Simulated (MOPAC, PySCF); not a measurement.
Ligand exchange on a metal centre used in film growth or etching (Ta Cl-OH). Isolated molecules, 0 K electronic values unless said otherwise. One relaxed conformer stands for each flexible species; it need not be the lowest.

Quantity: redistribution energy (mixed species minus the weighted end members), in kcal/mol. Semi-empirical values (MOPAC) are differences of heats of formation.

Level 1: PBE-D3(BJ)/def2-TZVP // BP86-D3(BJ)/def2-SVP (PySCF)
Level 2: BP86/6-31G* (LANL2DZ on Ta) // BP86-D3(BJ)/def2-SVP (PySCF)
Level 3: PBE/6-31G* (LANL2DZ on Ta) // BP86-D3(BJ)/def2-SVP (PySCF)
Level 4: PM6 // BP86-D3(BJ)/def2-SVP (MOPAC)

```csv
species,level 1,level 2,level 3,level 4
3 of 5 Cl replaced by OH: [Ta(Cl)2(OH)3],-6.30,-8.99,-9.02,-15.3
2 of 5 Cl replaced by OH: [Ta(Cl)3(OH)2],-4.60,-5.66,-5.70,-12.6
1 of 5 Cl replaced by OH: [Ta(Cl)4(OH)],-1.63,-1.87,-1.78,-11.3
```
